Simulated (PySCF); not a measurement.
Structure with atom numbers: `[H]/[N:1]=[CH:2]\[SiH2:3][C:4]#[C:5][SiH3:6]`; H(Xn) means a hydrogen on atom n.

Geometry: PBE0-D3(BJ)/def2-SVP; GIAO shifts from PySCF, gas phase, non-relativistic, averaged over equivalent atoms.

At LDA/pcSseg-1 (151 basis functions, 16 s wall time on 1 thread of an Arm Neoverse V1, shared host):
```json
{"atoms": "N1", "δ (ppm)": "482.5"}
{"atoms": "C2", "δ (ppm)": "192.9"}
{"atoms": "C5", "δ (ppm)": "123.3"}
{"atoms": "C4", "δ (ppm)": "115.7"}
{"atoms": "Si3", "δ (ppm)": "-85.2"}
{"atoms": "Si6", "δ (ppm)": "-107.4"}
{"atoms": "H(N1)", "δ (ppm)": "13.69"}
{"atoms": "H(C2)", "δ (ppm)": "9.19"}
{"atoms": "H(Si3)", "δ (ppm)": "4.88"}
{"atoms": "H(Si6)", "δ (ppm)": "4.52"}
```

Chemical shifts δ = σref − σ; 15N (σ = 271.91 ppm) against NH3; 13C (σ = 180.72 ppm), 29Si (σ = 318.36 ppm), 1H (σ = 30.83 ppm) vs TMS, all at this level.

Problem. Predict the values at OPBE/pcSseg-1 on the same geometry.

Solution. 
```
 atoms  δ at OPBE/pcSseg-1  change
    N1               430.5   -52.0
    C2               175.5   -17.4
    C5               112.2   -11.1
    C4               106.6    -9.1
   Si3               -77.6    +7.6
   Si6               -94.0   +13.4
 H(N1)               13.34   -0.35
 H(C2)                9.04   -0.15
H(Si3)                4.64   -0.24
H(Si6)                4.33   -0.19
```

References, each an isolated molecule treated in the same way: 15N (σref 264.09) vs NH3; 13C (σref 185.13), 29Si (σref 360.29), 1H (σref 31.23) against TMS.

The largest change is at N1 (imine nitrogen). Cost: 151 basis functions, 20 s wall time on 1 thread of an Arm Neoverse V1, shared host. The order of the carbon signals is the same at both levels.

Experimental scales use liquid or dissolved standards, which lie at an offset from isolated NH3 (liquid NH3: subtract about 20 ppm). Unscaled 15N shifts of sp2 nitrogen come out 20 to 40 ppm too high even then.
